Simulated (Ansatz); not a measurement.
CH4AlBrO2, SMILES `C[O][Al]([OH])[Br]` from Hartree–Fock to CCSD(T)

Cartesian coordinates in Å:
```
C -0.861 1.355 0.598
O 0.184 0.705 -0.067
Al 0.587 -0.877 -0.406
O 1.997 -1.189 -1.266
Br -0.746 -2.553 0.288
H -1.601 0.654 1.000
H -0.462 1.946 1.428
H -1.372 2.036 -0.090
H 2.274 -2.077 -1.486
```

The species carries charge 0 and has multiplicity 1. Correlated methods include outer-core shells of Br, which these sets cover unevenly. Scalar relativity is left out up to krypton. Geometry: relaxed with PBE0-D4/def2-TZVP. It is one conformer, not always the lowest. Frozen core, restricted reference, Ansatz.

| basis | HF (Eh) | MP2 corr. | CCSD corr. | (T) | CCSD(T) total |
| --- | --- | --- | --- | --- | --- |
| def2-SVP | -3003.89573 | -0.79794 | -0.82537 | -0.01802 | -3004.73912 |
| def2-TZVPP | -3004.53596 | -0.99579 | -1.01787 | -0.03586 | -3005.58969 |
| def2-QZVPP | -3004.60203 | -1.37055 | – | – | – |
